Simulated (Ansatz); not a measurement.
The same path of H5NSi + H5NSi (14 atoms, charge 0, multiplicity 1) was run twice with different band settings. Lost on the way: Si1–N2, N8–H14. Made: Si1–N8, N2–H14.

Method: Ansatz 0.2.0, RKS r2SCAN-D4/cc-pVDZ.

Relaxed end points:

```xyz
14
Properties=species:S:1:pos:R:3
Si -0.448 0.538 0.036
N -0.279 0.111 1.744
H -1.157 -0.063 2.234
H 0.250 0.785 2.300
H 0.931 0.725 -0.508
H -1.245 1.783 -0.243
H -1.131 -0.611 -0.635
N 1.558 -2.448 1.496
H 1.258 -2.964 0.669
Si 3.226 -1.921 1.483
H 4.108 -3.128 1.376
H 3.647 -0.971 0.386
H 3.482 -1.221 2.784
H 0.882 -1.692 1.666
```

```xyz
14
Properties=species:S:1:pos:R:3
Si 0.711 -0.039 -0.787
N -0.383 -0.757 3.082
H -0.292 -1.618 3.627
H -1.385 -0.670 2.896
H 1.807 0.227 -1.773
H -0.035 1.234 -0.508
H -0.266 -0.984 -1.437
N 1.427 -0.636 0.689
H 0.782 -0.674 1.504
Si 2.880 -1.583 0.886
H 2.692 -3.071 0.738
H 3.885 -1.147 -0.136
H 3.431 -1.356 2.265
H -0.173 -0.004 3.743
```

Common settings: movable images 5; climbing image yes; spring 5.0 eV/Å²; optimiser quadratic models (default); start path through a guess of the saddle point; iteration limit 60; end points relaxed.

| run | force threshold |
| --- | --- |
| 1 | 0.03 eV/Å |
| 2 | 0.5 eV/Å |

Task: What does each run give, and how far can it be trusted?

Result: Run 1: converged after 31 iterations, highest image 1.144 eV above the first end. A vibrational analysis at the climbing image gives one clearly imaginary mode, 834i cm⁻¹: a first-order saddle point.
Run 2: converged after 14 iterations, highest image 1.336 eV above the first end. The threshold of 0.5 eV/Å is loose, so the images may lie well off the minimum-energy path. Neighbouring images differ by up to 1.3 eV, so the band resolves the path poorly. The order of the point at the top wasn't checked.
The orbitals stay closed-shell, which can raise the energy where a bond breaks towards radicals; this wasn't checked here.
